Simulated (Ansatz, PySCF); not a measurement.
Breaking a bond: HBr, singlet.

Levels of theory: UHF/cc-pVDZ (Ansatz, a program for electronic structure); RHF/cc-pVDZ (Ansatz); UKS-PBE = Ansatz with unrestricted PBE/cc-pVDZ; RKS-PBE = restricted PBE/cc-pVDZ run with Ansatz; UKS-B3LYP = Ansatz with unrestricted B3LYP/cc-pVDZ; RKS-B3LYP = restricted B3LYP/cc-pVDZ run with Ansatz; UKS-B3LYP/6-31G* = unrestricted B3LYP/6-31G*, spherical d in PySCF; RKS-B3LYP/6-31G* = restricted B3LYP/6-31G*, spherical d run with PySCF 2.14.0; UKS-B3LYP/3-21G = unrestricted B3LYP/3-21G (PySCF); RKS-B3LYP/3-21G = restricted B3LYP/3-21G (PySCF).

Scanned distances (Å): 1.14, 1.22, 1.28, 1.34, 1.38, 1.42, 1.46, 1.49, 1.57, 1.65, 1.77, 1.94, 2.14, 2.39, 2.53, 2.81, 3.16, 3.50, 3.85, 4.25, 4.95, 5.69.

Q: Where does the unrestricted solution first break spin symmetry (<S²> of 0.01 or more)?

A: UHF: between 1.77 and 1.94 Å; UKS-PBE: between 2.14 and 2.39 Å; UKS-B3LYP: between 2.14 and 2.39 Å; UKS-B3LYP/6-31G*: between 2.14 and 2.39 Å; UKS-B3LYP/3-21G: between 2.14 and 2.39 Å.

| R / Å | <S²> UHF | E(RHF) − E(UHF) / kJ/mol | <S²> UKS-PBE | E(RKS-PBE) − E(UKS-PBE) / kJ/mol | <S²> UKS-B3LYP | E(RKS-B3LYP) − E(UKS-B3LYP) / kJ/mol | <S²> UKS-B3LYP/6-31G* | E(RKS-B3LYP/6-31G*) − E(UKS-B3LYP/6-31G*) / kJ/mol | <S²> UKS-B3LYP/3-21G | E(RKS-B3LYP/3-21G) − E(UKS-B3LYP/3-21G) / kJ/mol |
|---|---|---|---|---|---|---|---|---|---|---|
| 1.14 | 0.00 | 0.0 | 0.00 | 0.0 | 0.00 | 0.0 | 0.00 | 0.0 | 0.00 | 0.0 |
| 1.22 | 0.00 | 0.0 | 0.00 | 0.0 | 0.00 | 0.0 | 0.00 | 0.0 | 0.00 | 0.0 |
| 1.28 | 0.00 | 0.0 | 0.00 | 0.0 | 0.00 | 0.0 | 0.00 | 0.0 | 0.00 | 0.0 |
| 1.34 | 0.00 | 0.0 | 0.00 | 0.0 | 0.00 | 0.0 | 0.00 | 0.0 | 0.00 | 0.0 |
| 1.38 | 0.00 | 0.0 | 0.00 | 0.0 | 0.00 | 0.0 | 0.00 | 0.0 | 0.00 | 0.0 |
| 1.42 | 0.00 | 0.0 | 0.00 | 0.0 | 0.00 | 0.0 | 0.00 | 0.0 | 0.00 | 0.0 |
| 1.46 | 0.00 | 0.0 | 0.00 | 0.0 | 0.00 | 0.0 | 0.00 | 0.0 | 0.00 | 0.0 |
| 1.49 | 0.00 | 0.0 | 0.00 | 0.0 | 0.00 | 0.0 | 0.00 | 0.0 | 0.00 | 0.0 |
| 1.57 | 0.00 | 0.0 | 0.00 | 0.0 | 0.00 | 0.0 | 0.00 | 0.0 | 0.00 | 0.0 |
| 1.65 | 0.00 | 0.0 | 0.00 | 0.0 | 0.00 | 0.0 | 0.00 | 0.0 | 0.00 | 0.0 |
| 1.77 | 0.00 | 0.0 | 0.00 | 0.0 | 0.00 | 0.0 | 0.00 | 0.0 | 0.00 | 0.0 |
| 1.94 | 0.27 | 7.4 | 0.00 | 0.0 | 0.00 | 0.0 | 0.00 | 0.0 | 0.00 | 0.0 |
| 2.14 | 0.61 | 51.3 | 0.00 | 0.0 | 0.00 | 0.0 | 0.00 | 0.0 | 0.00 | 0.0 |
| 2.39 | 0.82 | 126.6 | 0.11 | 0.4 | 0.35 | 9.1 | 0.35 | 9.3 | 0.34 | 8.6 |
| 2.53 | 0.89 | 169.7 | 0.42 | 7.8 | 0.54 | 22.9 | 0.53 | 23.0 | 0.53 | 22.4 |
| 2.81 | 0.95 | 249.3 | 0.72 | 34.5 | 0.77 | 57.4 | 0.77 | 57.3 | 0.77 | 58.2 |
| 3.16 | 0.99 | 331.9 | 0.86 | 68.2 | 0.90 | 98.6 | 0.90 | 98.4 | 0.91 | 102.4 |
| 3.50 | 1.00 | 394.2 | 0.93 | 93.3 | 0.96 | 130.3 | 0.96 | 130.0 | 0.96 | 137.0 |
| 3.85 | 1.00 | 442.8 | 0.96 | 111.3 | 0.99 | 154.3 | 0.98 | 153.9 | 0.99 | 162.9 |
| 4.25 | 1.01 | 483.1 | 0.98 | 124.5 | 1.00 | 173.0 | 1.00 | 172.5 | 1.00 | 182.4 |
| 4.95 | 1.01 | 527.6 | 1.00 | 136.1 | 1.00 | 191.1 | 1.00 | 190.4 | 1.00 | 199.8 |
| 5.69 | 1.01 | 554.3 | 1.00 | 140.6 | 1.00 | 199.8 | 1.00 | 199.1 | 1.00 | 207.1 |
